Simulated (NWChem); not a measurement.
All runs are NWChem calculations. System: H3BO, charge 0, spin multiplicity 1, at a geometry optimised with PBE0/def2-SVP. The structure started from a generated list of species. Level: G0W0@PBE0/def2-SVPD, RI basis def2-svpd-rifit.

Input file:

```
start mol
memory heap 200 mb stack 700 mb global 1700 mb
geometry units angstroms nocenter noautoz
  B      0.662966    -0.252269     0.000000
  H      1.612497     0.495536     0.000000
  H      0.786776    -1.460456     0.000000
  O     -0.554847     0.318350     0.000000
  H     -1.275327    -0.320534     0.000000
  symmetry group Cs
end
basis spherical
  * library def2-svpd
end
basis "ri basis" bse spherical
  * library def2-svpd-rifit
end
dft
  xc pbe0
  iterations 100
  direct
  tolerances tight
end
task dft energy
gw
  states alpha occ 4 vir 2
end
task dft gw
```

NWChem printed:

```
             Northwest Computational Chemistry Package (NWChem) 7.3.0
             --------------------------------------------------------

                                NWChem Input Module
                                -------------------

 Scaling coordinates for geometry "geometry" by  1.889725989
 (inverse scale =  0.529177249)

 Turning off AUTOSYM since
 SYMMETRY directive was detected!

                             Geometry "geometry" -> ""
                             -------------------------

 Output coordinates in angstroms (scale by  1.889725989 to convert to a.u.)

  No.       Tag          Charge          X              Y              Z
 ---- ---------------- ---------- -------------- -------------- --------------
    1 B                    5.0000     0.66296600    -0.25226900     0.00000000
    2 H                    1.0000     1.61249700     0.49553600     0.00000000
    3 H                    1.0000     0.78677600    -1.46045600     0.00000000
    4 O                    8.0000    -0.55484700     0.31835000     0.00000000
    5 H                    1.0000    -1.27532700    -0.32053400     0.00000000

 Effective nuclear repulsion energy (a.u.)      30.3643890480

            Nuclear Dipole moment (a.u.)
            ----------------------------
        X                 Y               Z
 ---------------- ---------------- ----------------
     0.0000000000     0.0000018897     0.0000000000

      Symmetry information
      --------------------

 Group name             Cs
 Group number              2
 Group order               2
 No. of unique centers     5

      Symmetry unique atoms

     1    2    3    4    5


 Summary of "ao basis" -> "" (spherical)
 ------------------------------------------------------------------------------
       Tag                 Description            Shells   Functions and Types
 ---------------- ------------------------------  ------  ---------------------
 *                         def2-svpd                  on all atoms

 new library libraries.bse/

 Summary of "ri basis" -> "" (spherical)
 ------------------------------------------------------------------------------
       Tag                 Description            Shells   Functions and Types
 ---------------- ------------------------------  ------  ---------------------
 *                      def2-svpd-rifit               on all atoms

                                 NWChem DFT Module
                                 -----------------

 Summary of "ao basis" -> "ao basis" (spherical)
 ------------------------------------------------------------------------------
       Tag                 Description            Shells   Functions and Types
 ---------------- ------------------------------  ------  ---------------------
 B                         def2-svpd                 8       20   4s2p2d
 H                         def2-svpd                 4        8   2s2p
 O                         def2-svpd                 9       23   4s3p2d

 Summary of "ao basis" -> "ao basis" (spherical)
 ------------------------------------------------------------------------------
       Tag                 Description            Shells   Functions and Types
 ---------------- ------------------------------  ------  ---------------------
 B                         def2-svpd                 8       20   4s2p2d
 H                         def2-svpd                 4        8   2s2p
 O                         def2-svpd                 9       23   4s3p2d

      Symmetry analysis of basis
      --------------------------

        a'         48
        a"         19

            General Information
            -------------------
          SCF calculation type: DFT
          Wavefunction type:  closed shell.
          No. of atoms     :     5
          No. of electrons :    16
           Alpha electrons :     8
            Beta electrons :     8
          Charge           :     0
          Spin multiplicity:     1
          Use of symmetry is: on ; symmetry adaption is: on
          Maximum number of iterations: 100
          This is a Direct SCF calculation.
          AO basis - number of functions:    67
                     number of shells:    29
          Convergence on energy requested:  1.00D-06
          Convergence on density requested:  1.00D-05
          Convergence on gradient requested:  5.00D-04

              XC Information
              --------------
                         PBE0 Method XC Functional
                     Hartree-Fock (Exact) Exchange  0.250
          PerdewBurkeErnzerhof Exchange Functional  0.750
            Perdew 1991 LDA Correlation Functional  1.000 local
           PerdewBurkeErnz. Correlation Functional  1.000 non-local

             Grid Information
             ----------------
          Grid used for XC integration:  medium
          Radial quadrature: Mura-Knowles
          Angular quadrature: Lebedev.
          Tag              B.-S. Rad. Rad. Pts. Rad. Cut. Ang. Pts.
          ---              ---------- --------- --------- ---------
          B                   0.85       49           9.0       434
          H                   0.35       45          10.0       434
          O                   0.60       49           9.0       434
          Grid pruning is: on
          Number of quadrature shells:   233
          Spatial weights used:  Erf1

          Convergence Information
          -----------------------
          Convergence aids based upon iterative change in
          total energy or number of iterations.
          Levelshifting, if invoked, occurs when the
          HOMO/LUMO gap drops below (HL_TOL):  1.00D-02
[...]
          CD Gaussian exp screening on grid/accCDfunc:  20
          XC Gaussian exp screening on grid/accXCfunc:  20
          Schwarz screening/accCoul:  1.00D-08

      Superposition of Atomic Density Guess
      -------------------------------------

 Sum of atomic energies:        -100.69626874

      Non-variational initial energy
      ------------------------------

 Total energy =    -101.383247
 1-e energy   =    -196.227922
 2-e energy   =      64.480286
 HOMO         =      -0.373053
 LUMO         =       0.005297

      Symmetry analysis of molecular orbitals - initial
      -------------------------------------------------

  Numbering of irreducible representations:

     1 a'          2 a"

  Orbital symmetries:

     1 a'          2 a'          3 a'          4 a'          5 a'
     6 a'          7 a"          8 a'          9 a"         10 a'
    11 a'         12 a'         13 a'         14 a"         15 a'
    16 a'         17 a"         18 a'

   convergence    iter        energy       DeltaE   RMS-Dens  Diis-err    time
 ---------------- ----- ----------------- --------- --------- ---------  ------
 d= 0,ls=0.0,diis     1   -101.6694882508 -1.32D+02  1.39D-02  3.74D-01     0.6
 d= 0,ls=0.0,diis     2   -101.6416540484  2.78D-02  7.08D-03  7.61D-01     1.0
 d= 0,ls=0.0,diis     3   -101.7142235274 -7.26D-02  1.06D-03  1.15D-02     1.3
 d= 0,ls=0.0,diis     4   -101.7153412947 -1.12D-03  2.26D-04  3.19D-04     1.6
 d= 0,ls=0.0,diis     5   -101.7153785654 -3.73D-05  4.84D-05  7.29D-06     1.9
 d= 0,ls=0.0,diis     6   -101.7153795034 -9.38D-07  9.06D-06  5.21D-07     2.1

         Total DFT energy =     -101.715379503379
      One electron energy =     -198.073742722013
           Coulomb energy =       79.613285915556
    Exchange-Corr. energy =      -13.619311744908
 Nuclear repulsion energy =       30.364389047986

 Numeric. integr. density =       16.000001820970

     Total iterative time =      2.0s

                  Occupations of the irreducible representations
                  ----------------------------------------------

                     irrep           alpha         beta
                     --------     --------     --------
                     a'                7.0          7.0
                     a"                1.0          1.0

                       DFT Final Molecular Orbital Analysis
                       ------------------------------------

 Vector    6  Occ=2.000000D+00  E=-4.212621D-01  Symmetry=a'
              MO Center=  5.3D-01,  1.5D-01, -4.1D-15, r^2= 1.8D+00
   Bfn.  Coefficient  Atom+Function         Bfn.  Coefficient  Atom+Function
  ----- ------------  ---------------      ----- ------------  ---------------
     5      0.379585  1 B  px                42     -0.330580  4 O  py
    21     -0.282656  2 H  s                 41      0.248347  4 O  px
    45     -0.173135  4 O  py                 3     -0.167592  1 B  s
     8     -0.131274  1 B  px                39     -0.120655  4 O  s
    29     -0.112054  3 H  s                  2     -0.104056  1 B  s

 Vector    7  Occ=2.000000D+00  E=-3.989723D-01  Symmetry=a"
              MO Center= -4.3D-01,  2.3D-01,  3.9D-15, r^2= 8.4D-01
   Bfn.  Coefficient  Atom+Function         Bfn.  Coefficient  Atom+Function
  ----- ------------  ---------------      ----- ------------  ---------------
    43      0.589832  4 O  pz                46      0.398183  4 O  pz
     7     -0.201953  1 B  pz                49      0.068186  4 O  pz
    10      0.035609  1 B  pz                14      0.032684  1 B  d  1
    56     -0.025238  4 O  d -1

 Vector    8  Occ=2.000000D+00  E=-3.256468D-01  Symmetry=a'
              MO Center=  6.6D-01, -2.6D-01,  6.0D-17, r^2= 2.1D+00
   Bfn.  Coefficient  Atom+Function         Bfn.  Coefficient  Atom+Function
  ----- ------------  ---------------      ----- ------------  ---------------
     6      0.348956  1 B  py                29      0.314832  3 H  s
    21     -0.298009  2 H  s                 42      0.299276  4 O  py
     9     -0.189650  1 B  py                45      0.187807  4 O  py
    60     -0.154728  5 H  s                 39      0.153230  4 O  s
    40      0.126924  4 O  s                 61     -0.112650  5 H  s

 Vector    9  Occ=0.000000D+00  E=-1.663272D-02  Symmetry=a"
              MO Center=  7.5D-01, -3.2D-01,  1.1D-14, r^2= 2.5D+00
   Bfn.  Coefficient  Atom+Function         Bfn.  Coefficient  Atom+Function
  ----- ------------  ---------------      ----- ------------  ---------------
     7      0.501461  1 B  pz                10     -0.384995  1 B  pz
    43      0.272082  4 O  pz                46      0.233545  4 O  pz
    49     -0.214270  4 O  pz                19      0.147636  1 B  d  1
    17      0.130921  1 B  d -1              67      0.098101  5 H  pz
    28     -0.082980  2 H  pz                36     -0.038503  3 H  pz

 Vector   10  Occ=0.000000D+00  E= 1.061982D-02  Symmetry=a'
              MO Center= -1.1D+00, -6.2D-01, -7.4D-16, r^2= 6.2D+00
   Bfn.  Coefficient  Atom+Function         Bfn.  Coefficient  Atom+Function
  ----- ------------  ---------------      ----- ------------  ---------------
     4      1.762621  1 B  s                 47     -0.991339  4 O  px
     3     -0.848528  1 B  s                  9      0.765913  1 B  py
     8     -0.562938  1 B  px                40     -0.561095  4 O  s
    30      0.478522  3 H  s                 20     -0.417158  1 B  d  2
    35      0.332600  3 H  py                27     -0.282246  2 H  py

 Vector   11  Occ=0.000000D+00  E= 5.613405D-02  Symmetry=a'
              MO Center=  1.4D+00, -3.5D-01, -1.1D-14, r^2= 9.3D+00
   Bfn.  Coefficient  Atom+Function         Bfn.  Coefficient  Atom+Function
  ----- ------------  ---------------      ----- ------------  ---------------
    40     -3.448495  4 O  s                  4      3.146098  1 B  s
     3     -1.605215  1 B  s                  8     -1.263594  1 B  px
    61      0.833901  5 H  s                 22      0.720730  2 H  s
    48      0.718094  4 O  py                30      0.583460  3 H  s
    66      0.396077  5 H  py                20      0.385986  1 B  d  2

 center of mass
 --------------
 x =  -0.02789109 y =   0.06413852 z =   0.00000000

 moments of inertia (a.u.)
 ------------------
          17.097237181271          16.399197891759           0.000000000000
          16.399197891759          52.280270810286           0.000000000000
           0.000000000000           0.000000000000          69.377507991557

     Multipole analysis of the density
     ---------------------------------

     L   x y z        total         alpha         beta         nuclear
     -   - - -        -----         -----         ----         -------
     0   0 0 0     -0.000000     -8.000000     -8.000000     16.000000

     1   1 0 0     -0.428426     -0.214213     -0.214213      0.000000
     1   0 1 0     -0.453419     -0.226710     -0.226710      0.000002
     1   0 0 1     -0.000000     -0.000000     -0.000000      0.000000

     2   2 0 0     -8.965046    -21.455940    -21.455940     33.946834
     2   1 1 0      1.200116      4.511318      4.511318     -7.822520
     2   1 0 1     -0.000000     -0.000000     -0.000000      0.000000
     2   0 2 0    -10.856834    -11.874548    -11.874548     12.892263
     2   0 1 1     -0.000000     -0.000000     -0.000000      0.000000
     2   0 0 2     -9.593377     -4.796688     -4.796688      0.000000

 Task  times  cpu:        2.1s     wall:        2.1s

                                NWChem Input Module
                                -------------------

                                 NWChem GW Module
                                 ----------------

                             ***********************
                             ***        GW       ***
                             ***********************

 Summary of "ri basis" -> "ri basis" (spherical)
 ------------------------------------------------------------------------------
       Tag                 Description            Shells   Functions and Types
 ---------------- ------------------------------  ------  ---------------------
 B                      def2-svpd-rifit             20       64   7s6p5d2f
 H                      def2-svpd-rifit              9       23   4s3p2d
 O                      def2-svpd-rifit             20       64   7s6p5d2f

                 Memory Information
                 ------------------
          Available GA per process is          1700.0 MBs
          Available stack per process is        700.0 MBs
          Available heap per process is           0.0 MBs

          Peak memory in Initialization
              Peak GA per process is                  1.3 MBs
              Peak stack per process is               0.1 MBs
              Peak heap per process is                1.4 MBs
              Memory not in MA per process            0.0 MBs

          Peak memory in AFF Calculation
              Peak GA per process is                  3.4 MBs
              Peak stack per process is               1.7 MBs
              Peak heap per process is                0.0 MBs
              Memory not in MA per process            1.7 MBs

          Computing 2-center integrals
          Computing Inverse Cholesky factor
          Computing 3-center integrals
          Computing V_xc ...

          Computing Sigma_x
          Computing RPA polarizability
          Solving quasiparticle equations

                  Alpha Orbitals
          State     Energy (eV)     Error (eV)
          -----------------------------------
@GW         5        -15.554           0.002
@GW         6        -14.069           0.002
@GW         7        -13.023           0.005
@GW         8        -11.632           0.002
@GW         9          2.135           0.002
@GW        10          1.812           0.003

   Applying  -2.7709 eV scissor-shift to rest of particle states

   Applying   2.5878 eV scissor-shift to rest of hole states

     GW Timing Statistics
   ------------------------
   Init.   :          0.0s
     ERIs  :          0.2s
     Distr.:          0.0s
     Vxc   :          0.3s
   Sigma_x :          0.0s
   RPA     :          0.0s
   Wmn     :          0.0s
   Sigma_c :          0.0s
   GW total:          0.5s

 Task  times  cpu:        0.5s     wall:        0.5s

 Total times  cpu:        2.7s     wall:        2.7s
```
